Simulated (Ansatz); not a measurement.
Molecule: H4SiNO (charge 0, doublet). SMILES: N[SiH2][O]
Geometry from a B3LYP-D3(BJ)/def2-TZVP (Ansatz, an electronic-structure program) optimisation:
```xyz
7

N      1.4594     0.0991    -0.1778
Si    -0.2381     0.1100    -0.3196
O     -1.1924    -0.3708     0.9490
H      1.9622     0.9023     0.1641
H      1.9871    -0.7506    -0.0554
H     -0.6255     1.4944    -0.6717
H     -0.6673    -0.9138    -1.3103
```
Charge 0, spin multiplicity 2.

Quantity: size of the dipole moment, in D. Conventions: non-relativistic; 6-311+G** with 5d, 6d on Na to Ar in Ansatz; no spin-orbit coupling; dispersion terms only where a functional's name holds one; 6-31G* and kin with 6d, 5d where marked; UHF or UKS for open shells. First-principles rows: single points at B3LYP-D3(BJ) geometries (Ansatz).

```csv
level,program,size of the dipole moment (D)
PBE/3-21G,Ansatz,2.50
PBE/6-31G*,Ansatz,2.57
PBE/6-311+G**,Ansatz,2.61
B3LYP/6-31G*,Ansatz,2.46
B3LYP/def2-SVP,Ansatz,2.44
B3LYP/6-311+G**,Ansatz,2.46
```

No value to compare with is used here. The 6 habitual levels span 2.44 (B3LYP/def2-SVP) to 2.61 D (PBE/6-311+G**).

The levels are drawn from those run, B3LYP/6-31G* more often than the rest, none by its result; left out are runs that failed, that the program found above a lower state of the same kind, or whose <S^2> lies over 0.5 above the pure value.
